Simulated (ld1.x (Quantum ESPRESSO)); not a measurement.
## gold, PAW: configuration errors across variants

```
Element                 : gold
Generator               : ld1.x (Quantum ESPRESSO) 7.5
Type                    : PAW
Functional              : revPBE
Relativity              : scalar-relativistic
Frozen core             : [Xe] 4f14
Valence charge          : 11
Reference configuration : 5d10 6s1 6p0
Partial waves           : 6s (bound): rcut 2.10, rcutus 2.60 bohr; 6s channel at 0.1 Ry: rcut 2.10, rcutus 2.60 bohr; 6p (bound, empty): rcut 2.85, rcutus 3.25 bohr; 6p channel at 2.75 Ry: rcut 2.85, rcutus 3.25 bohr; 5d (bound): rcut 1.80, rcutus 2.20 bohr; 5d channel at 4.9 Ry: rcut 1.80, rcutus 2.20 bohr
Local potential         : all-electron potential smoothed inside 1.70 bohr (lloc = -1)
Core correction         : Bessel-smoothed model core inside 1.00 bohr
Augmentation charge     : PSQ, inside the norm-conserving radii
```

All-electron excitation energies from the reference (eV): (1) 5d10 6s0 6p0 9.281; (2) 5d9 6s0 6p0 30.404; (3) 5d8 6s0 6p0 64.200; (4) 5d10 6s0 6p1 5.219; (5) 5d10 6s0.5 6p0 3.713; (6) 5d9 6s1 6p1 7.524; (7) 5d9 6s2 6p0 1.731.

2 further variants failed, have other tests or another functional or relativity, and are left out.

A true bound ghost makes a file unfit for plane-wave use even where its test errors are small: the radial tests pick states by their node count and pass the ghost by.

Errors AE − PS in meV (a dash: test not solved or not reliable):

| change | (1) | (2) | (3) | (4) | (5) | (6) | (7) | bound ghosts |
| --- | --- | --- | --- | --- | --- | --- | --- | --- |
| base | -5.9 | -31 | -184 | -1.8 | -2.2 | -17 | -18 | s |
| waves 6s (bound): rcut 2.10, rcutus 2.44 bohr; 6s channel at 0.1 Ry: rcut 2.10, rcutus 2.44 bohr | -5.8 | -31 | -183 | -1.7 | -2.1 | -17 | -18 | s |
| core correction Bessel-smoothed model core inside 2.32 bohr | -5.6 | -30 | -182 | -1.6 | -2.1 | -18 | -19 | s |
| wave 6p channel at 2.75 Ry: rcut 2.85, rcutus 3.25 bohr becomes 6p channel at 3.38 Ry: rcut 2.85, rcutus 3.25 bohr | -5.9 | -31 | -184 | -1.7 | -2.2 | -17 | -18 | s |
| local potential all-electron potential smoothed inside 2.92 bohr (lloc = -1) | -6.5 | -39 | -204 | -2.6 | -2.2 | -19 | -17 | none |
| local potential all-electron potential smoothed inside 2.90 bohr (lloc = -2) | -30 | -242 | -659 | -12 | -6.6 | -67 | -34 | none |

Question: Give the same row for: waves 6p (bound): rcut 2.66, rcutus 2.82 bohr; 6p channel at 2.75 Ry: rcut 2.66, rcutus 2.82 bohr.

Answer: -5.9, -31, -184, -2.4, -2.2, -18, -18; bound ghosts: s.
